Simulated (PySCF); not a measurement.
## Spinor energies of Gd⁺ (gadolinium, charge +1)

Start: [Xe] 4f7 5d1 6s1; 4f5/2 filled at m_j = -5/2, -3/2, -1/2, +1/2, +3/2, +5/2; 4f7/2 filled at m_j = +7/2; 5d3/2 filled at m_j = -3/2; 6s1/2 filled at m_j = +1/2. Calculated with PySCF 2.14 in x2c-SVPall-2c with one added diffuse shell each of s, p, d, f type (8s11p10d4f1g, 128 functions): generalised Hartree-Fock with the X2C-1e Hamiltonian and a Gaussian nucleus; one run each with spin-orbit coupling (SO) switched off, then screened by Boettger's factors.

| spinor shell | electrons | ε, spin-free (eV) | ε, screened SO (eV) | weight of nominal j (screened SO) | rms radius, screened SO (bohr) |
| --- | --- | --- | --- | --- | --- |
| 1s1/2 | 2 | -50500.5 | -50491.0 | 1.000 | 0.0249 |
| 2s1/2 | 2 | -8464.4 | -8461.5 | 1.000 | 0.101 |
| 2p1/2 | 2 | -7528.4 | -8019.0 | 1.000 | 0.0864 |
| 2p3/2 | 4 | -7528.4 | -7318.1 | 1.000 | 0.0928 |
| 3s1/2 | 2 | -1931.9 | -1930.9 | 1.000 | 0.260 |
| 3p1/2 | 2 | -1635.9 | -1738.5 | 1.000 | 0.252 |
| 3p3/2 | 4 | -1635.9 | -1591.3 | 1.000 | 0.265 |
| 3d3/2 | 4 | -1243.7 | -1262.5 | 0.994 | 0.237 |
| 3d5/2 | 6 | -1243.7 | -1230.2 | 0.996 | 0.241 |
| 4s1/2 | 2 | -417.23 | -416.91 | 1.000 | 0.588 |
| 4p1/2 | 2 | -316.98 | -341.34 | 0.966 | 0.605 |
| 4p3/2 | 4 | -316.98 | -306.16 | 0.983 | 0.633 |
| 4d3/2 | 4 | -174.94 | -181.01 | 0.724 | 0.684 |
| 4d5/2 | 6 | -174.94 | -170.58 | 0.816 | 0.690 |
| 5s1/2 | 2 | -66.935 | -66.835 | 1.000 | 1.44 |
| 5p1/2 | 2 | -39.898 | -44.351 | 0.857 | 1.62 |
| 5p3/2 | 4 | -39.898 | -37.803 | 0.928 | 1.71 |
| 4f5/2 | 6 | -29.194 | -29.127 | 0.551 | 0.926 |
| 4f7/2 | 1 | -29.194 | -28.455 | 1.000 | 0.923 |
| 5d3/2 | 1 | -12.754 | -12.860 | 0.858 | 2.73 |
| 6s1/2 | 1 | -11.506 | -11.484 | 0.998 | 4.02 |

```
   quantity     spin-free   screened SO
E (hartree)  -11263.03060  -11270.31479
        M_J           5/2           5/2
       ⟨J²⟩        12.775        12.482
       ⟨L²⟩         6.022         6.050
       ⟨S²⟩        24.754        24.592
```

The determinant has a definite M_J but mixes levels of different J.

Each row is a mean over spinors that exchange with the open shell spreads, by up to 19.504 eV (4d5/2).

Rows whose weight is well below 1 are mixtures of j = l ± 1/2: exchange outweighs spin-orbit coupling there, and the label is only the starting occupation.

Breit and QED terms are absent; they matter most for the inner s and p1/2 levels.

Densities and radii are taken from the X2C orbitals without a picture-change correction, which distorts them close to the nucleus.

Without spin-orbit coupling the j labels of p, d and f shells carry no meaning; the spin-free column gives the mean over the occupied spinors of each nl shell, and its ⟨J²⟩ belongs to a mixture of degenerate components.
